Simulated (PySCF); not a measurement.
# Electron correlation in F (fluorine, neutral)

[He] 2s1 2p6, 2S determinant (an excited configuration). All numbers are calculated (PySCF 2.14, the spin-free X2C one-electron Hamiltonian (Gaussian nucleus), in aug-cc-pCVTZ-DK (7s6p4d2f, 59 functions)). Frozen: 1s2; 7 electrons correlated.

| level | correlation energy (mhartree) |
| --- | --- |
| CCSD | -328.69 |
| (T) | -64.20 |
| CCSD(T) | -392.89 |

Diagnostics: T1 = 0.041, D1 = 0.1482, largest double amplitude 0.398.

Is a single reference adequate?

Not fully. T1 exceeds 0.03, a sign that the reference determinant is poor. A double-excitation amplitude exceeds 0.15, a sign of near-degeneracy.
